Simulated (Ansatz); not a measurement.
Reaction (ligand exchange at the Al–O bond): `[OH][Al]([SH])[O][SiH3]` + H–F → `[F][Al]([SH])[O][SiH3]` + H₂O

Calculated with Ansatz (gas phase, PBE0-D4/def2-TZVP geometries, no zero-point term in ΔE). CBS: MP2 limit from def2 TZ/QZ plus the TZ coupled-cluster correction, frozen cores. This one scheme is used for every species. Functionals use def2-TZVPP. Each species was taken in one conformer, which may not be the lowest.

`[OH][Al]([SH])[O][SiH3]`:

```xyz
10

O    -0.730   -2.413    0.185
Al   -0.367   -1.004   -0.664
S    -0.529   -0.924   -2.829
O     0.127    0.351    0.181
Si    0.560    1.453    1.294
H    -1.018   -3.228   -0.222
H    -0.135    0.360   -2.863
H     1.915    1.142    1.822
H    -0.409    1.461    2.422
H     0.585    2.803    0.673
```

H–F:

```xyz
2

F    -0.421   -0.116    0.146
H     0.421    0.116   -0.146
```

`[F][Al]([SH])[O][SiH3]`:

Cartesian coordinates in Å:
```
F -2.321 -0.142 1.760
Al -0.782 -0.485 1.311
S 0.383 -1.741 2.625
O -0.160 0.124 -0.110
Si 0.257 0.820 -1.522
H 1.452 -1.675 1.811
H -0.411 0.117 -2.647
H -0.148 2.249 -1.526
H 1.730 0.732 -1.701
```

H₂O:

```xyz
3

O    -0.023   -0.152    0.358
H    -0.542   -0.393   -0.412
H     0.565    0.544    0.055
```

| level | ΔE (kJ/mol) | difference from CCSD(T)/CBS |
| --- | --- | --- |
| B2PLYP | -49.0 | -0.9 |
| PBE | -48.1 | 0.0 |
| r2SCAN | -48.6 | -0.5 |
| BHLYP | -50.9 | -2.8 |
| CAM-B3LYP | -50.3 | -2.2 |
| HF/def2-SVP | -54.1 | -6.0 |
| MP2/def2-SVP | -50.7 | -2.6 |
| HF/def2-QZVPP | -54.1 | -6.0 |
| MP2/def2-QZVPP | -46.6 | 1.5 |
| CCSD/CBS(def2) | -49.2 | -1.1 |
| CCSD(T)/CBS | -48.1 | 0 |

Largest T1 diagnostic among the species: 0.012.

Leaving LDA and LC-ωPBE aside and taking each functional with its dispersion term where it has one, the values, not all of them listed here, spread over 5.9 kJ/mol, from B97M-V to revPBE-D4. LDA lies +5.2 kJ/mol from PBE without D4. At CCSD(T), def2-SVP lies −4.2 kJ/mol from the extrapolated value and def2-TZVPP +1.8 kJ/mol. In def2-TZVPP, CCSD(T) changes the Hartree–Fock value by +6.0 kJ/mol (the triples alone add +1.1 kJ/mol) and MP2 by +7.4 kJ/mol.
